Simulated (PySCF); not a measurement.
C2H4N2OSi, SMILES O[SiH]1N=CC=N1. Atoms are numbered in the order given.

```xyz
10

O      2.0705     0.5055     0.0000
Si     0.7030    -0.4136     0.0000
N     -0.4341    -0.0715     1.3479
C     -1.5415     0.1904     0.7664
C     -1.5415     0.1904    -0.7664
N     -0.4341    -0.0715    -1.3479
H      1.9752     1.4652     0.0000
H      1.1357    -1.8265     0.0000
H     -2.4702     0.4119     1.3260
H     -2.4702     0.4119    -1.3260
```

The structure is a stationary point at r2SCAN-D4/def2-SVP. The structure was generated by enumeration, and PubChem lists no compound with its InChIKey, so it may never have been made. One conformer was computed; it need not be the lowest.

Two levels are set side by side: PBE/pcSseg-1 (PySCF) and PBE0/pcSseg-1 (PySCF). GIAO shifts against H2O (¹⁷O), NH3 (¹⁵N), TMS (²⁹Si), TMS (¹H), TMS (¹³C) at the same level; non-relativistic, no solvent, atoms listed together averaged. Differences are taken from unrounded values.

| quantity | PBE |
|---|---|
| δ(¹⁷O) of O1 (ppm) | 40.9 |
| δ(²⁹Si) of Si2 (ppm) | 8.1 |
| δ(¹⁵N) of N3, N6 (ppm) | 423.3 |
| δ(¹³C) of C4, C5 (ppm) | 175.9 |
| δ(¹H) of H7 (ppm) | 1.83 |
| δ(¹H) of H8 (ppm) | 5.51 |
| δ(¹H) of H9, H10 (ppm) | 8.62 |

Problem. These are the PBE values. What does PBE0 give? (Estimate from the structure and the level; the computed values follow.)

Solution. 
| quantity | PBE0 | PBE minus PBE0 |
|---|---|---|
| δ(¹⁷O) of O1 (ppm) | 35.5 | 5.4 |
| δ(²⁹Si) of Si2 (ppm) | 7.1 | 1.0 |
| δ(¹⁵N) of N3, N6 (ppm) | 425.8 | -2.5 |
| δ(¹³C) of C4, C5 (ppm) | 178.4 | -2.5 |
| δ(¹H) of H7 (ppm) | 2.02 | -0.20 |
| δ(¹H) of H8 (ppm) | 5.35 | 0.16 |
| δ(¹H) of H9, H10 (ppm) | 8.69 | -0.08 |

Rough cost on one machine, each run with all the roots and properties that it gave: PBE0 against PBE within a factor of 2.
